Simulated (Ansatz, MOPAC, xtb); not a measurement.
AsH3 (arsine): the highest harmonic wavenumber at each level's own minimum, rung by rung

AsH3, singlet, SMILES `[AsH3]`. Each level relaxes the structure for itself.

Each level gives the highest harmonic wavenumber at each level's own minimum (cm⁻¹). The values are calculated.

```tsv
level	kind	program	value (cm⁻¹)	less CCSD(T)/def2-TZVP
PM6-D3H4	semi-empirical	MOPAC	2359	+111
PM6-DH+	semi-empirical	MOPAC	2344	+96
PM7-HH	semi-empirical	MOPAC	2118	-130
GFN1-xTB	semi-empirical	xtb	2109	-139
SVWN5/def2-TZVP	LDA	Ansatz	2163	-85
r2SCAN/def2-TZVP	meta-GGA	Ansatz	2218	-30
PBE0-D4/def2-TZVP	global hybrid	Ansatz	2229	-19
B3LYP-D4/def2-TZVP	global hybrid	Ansatz	2190	-58
wB97X-V/def2-TZVP	range-separated hybrid	Ansatz	2271	+23
CCSD(T)/def2-TZVP	coupled cluster or CI	Ansatz	2248	0
```

Differences are taken from CCSD(T)/def2-TZVP for orientation; it has basis-set and higher-order errors of its own. All-electron rows without a relativistic Hamiltonian named are non-relativistic. Harmonic and unscaled. The values span 2109 to 2359 cm⁻¹. In the correlated wave-function rows the outer d shell of As is correlated, in sets not made for it.
